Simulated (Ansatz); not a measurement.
Question: Name a neutral molecule of B, C, Sb and H with HOMO–LUMO gap (ωB97M-V/def2-TZVPP) between 8.95 and 9.25 eV and HOMO energy (PBE/def2-TZVPP) between -5.85 and -5.55 eV (Ansatz, PBE0-D4/def2-TZVP geometry).

Answer: `C[BH][SbH2]` (9.15 eV, -5.83 eV). Other molecules can fit too; these were computed, each in one conformer that needn't be the lowest.
